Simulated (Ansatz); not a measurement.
A made-up structure of CH$_{3}$SSe (charge -1), closed shell:

C1  (-1.083, -0.355, -0.798)
Se2  (-0.355, 1.072, -0.024)
S3  (2.073, 0.769, 0.826)
H4  (-0.844, -0.604, -1.830)
H5  (-1.492, -1.161, -0.193)
H6  (-0.993, 2.253, 0.668)
(Å)

It is relaxed with PBE-D4/def2-SVPD and then PBE0-D4/def2-TZVPD (Ansatz 0.2.0). Atoms count as bonded within 1.22 times the sum of their covalent radii (H–H: 0.88 Å). The end point is not checked to be a true minimum.

(1) Does its bonding change? (A judgement: the text doesn't fix the answer.)

Answers

(1) Computed: No: no bond forms or breaks.

Where it ends: The first stage lowers the energy by 1.70 eV in 9 steps. It ends as CH₃SSe ([CH2][SeH][S]), total charge -1:
```
atom    x (Å)    y (Å)    z (Å)
  C1  -1.2348  -0.1858  -0.8267
 Se2  -0.0882   1.1967  -0.3594
  S3   1.7065   0.7819   0.8381
  H4  -0.8038  -0.6542  -1.7169
  H5  -1.3411  -0.9133  -0.0170
  H6  -0.9319   1.7484   0.7303
```

Labels in which every atom is bracketed show which atoms are joined, not bond orders.

For scale, one of the runs: PBE0-D4/def2-TZVPD relaxation, 167 basis functions, launched by `ansatz run in.yaml --threads 2 --pin off --events-out ev --progress --plain --max-ram 4352MiB`. The run took about 35 s on 2 CPU threads of an Arm Neoverse V1 (shared host).
